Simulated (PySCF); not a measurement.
Some computed properties have been withheld. Give your best values.

Species: C2H15NSi4.
SMILES with atom numbers: `[CH3:1][N:2]([CH3:3])[SiH2:4][SiH:5]([SiH3:6])[SiH3:7]` (hydrogens: H8, H9, H10 on C1; H11, H12, H13 on C3; H14, H15 on Si4; H16 on Si5; H17, H18, H19 on Si6; H20, H21, H22 on Si7)

Conformer (atom-mapped SMILES and torsion angles): `[CH3:1][N:2]([CH3:3])[SiH2:4][SiH:5]([SiH3:6])[SiH3:7]`: C1–N2–Si4–Si5 148°, N2–Si4–Si5–Si6 -38°.

```json
{"property": "point group", "level": "PBE0-D3(BJ)/def2-SVP", "value": "?"}
{"property": "rotational constants A, B, C", "level": "PBE0-D3(BJ)/def2-SVP", "value": "1.377, 0.723, 0.623 GHz"}
{"property": "dipole moment", "level": "PBE0/def2-SVPD", "value": "?"}
{"property": "HOMO energy", "level": "PBE0/def2-SVPD", "value": "-6.39 eV"}
{"property": "LUMO energy", "level": "PBE0/def2-SVPD", "value": "?"}
{"property": "lowest singlet excitation", "level": "TDDFT PBE0/def2-SVPD", "value": "4.80 eV (258 nm, f = 0.008)"}
{"property": "strongest line among the 10 lowest singlet transitions", "level": "TDDFT PBE0/def2-SVPD", "value": "S10 at 6.58 eV (188 nm, f = 0.060)"}
{"property": "lowest triplet excitation (Tamm–Dancoff)", "level": "TDA PBE0/def2-SVPD", "value": "?"}
{"property": "static isotropic polarisability", "level": "PBE0/def2-SVPD", "value": "156.6 au"}
{"property": "vertical ionisation energy", "level": "ΔSCF PBE0/def2-SVPD", "value": "?"}
{"property": "electronic spatial extent ⟨r²⟩ about the centre of nuclear charge", "level": "PBE0/def2-SVPD", "value": "2139 bohr²"}
{"property": "13C chemical shifts (computed TMS as zero) by class", "level": "GIAO PBE0/pcSseg-1", "value": "?"}
{"property": "1H chemical shifts (computed TMS as zero) by class", "level": "GIAO PBE0/pcSseg-1", "value": "5.03 (H14/H15), 3.69 (H17/H18/H19/H20/H21/H22), 3.08 (H16), 2.44 (H8/H9/H10/H11/H12/H13) ppm"}
{"property": "isotropic shieldings of nuclei other than C and H, by class", "level": "GIAO PBE0/pcSseg-1", "value": "254 (N2), 381 (Si4), 453 (Si6/Si7), 484 (Si5) ppm"}
{"property": "core binding energies", "level": "ΔSCF SCAN, pcX-2 on the ionised atom, pcseg-1 elsewhere, spin-free X2C, 2p3/2 from a spin–orbit splitting computed afterwards within the 2p shell", "value": "Si2p3/2 105.7 (Si5), Si2p3/2 106.2 (Si6/Si7), Si2p3/2 106.3 (Si4), C1s 291.4 (C1/C3), N1s 404.2 (N2), Si1s 1845.3 (Si5), Si1s 1845.9 (Si6/Si7), Si1s 1846.1 (Si4) eV"}
```

The electronic properties come from PySCF, for the isolated species, density fitting. The structure is a single PBE0-D3(BJ)/def2-SVP conformer in the gas phase; no vibrational or solvent corrections. NMR classes are plain means over equivalent atoms (diastereotopic ones count apart unless rotation or inversion swaps them), as if these changed places fast; in this geometry the members of some classes differ.

(1) The LUMO energy?

(2) What is the lowest triplet excitation (Tamm–Dancoff)?

(3) Give the dipole moment.

(4) Give the 13C chemical shifts (computed TMS as zero) by class.

(5) What is the vertical ionisation energy?

(6) Give the point group.

Answers

(1) -0.41 eV.

(2) 4.57 eV.

(3) 1.04 D.

(4) 42.4 (C1/C3) ppm.

(5) 8.03 eV.

(6) C1.

In atomic units the dipole is 0.41 e·bohr (1 au = 2.5417 D). With B = h/(8π²I), that is 505.379 GHz u Å² over I, the principal moments of inertia are 367.0, 698.6 and 811.2 u Å² (most abundant isotopes); the inertial defect Ic − Ia − Ib is -254.4 u Å² (zero for a rigid planar frame, negative otherwise). The vertical singlet–triplet gap S1 − T1 is 0.23 eV (TDDFT singlet less Tamm–Dancoff triplet; S1: HOMO→LUMO, weight 0.96; T1: HOMO→LUMO, weight 0.92). In wavenumbers S1 is 38700 cm⁻¹ (1 eV = 8065.54 cm⁻¹). A dipole of 1.04 D is allowed in C1, and pure rotational transitions are dipole-allowed. No computed singlet falls in the visible range (750 to 380 nm, 1.65 to 3.26 eV); S1 lies 1.54 eV above its blue end.
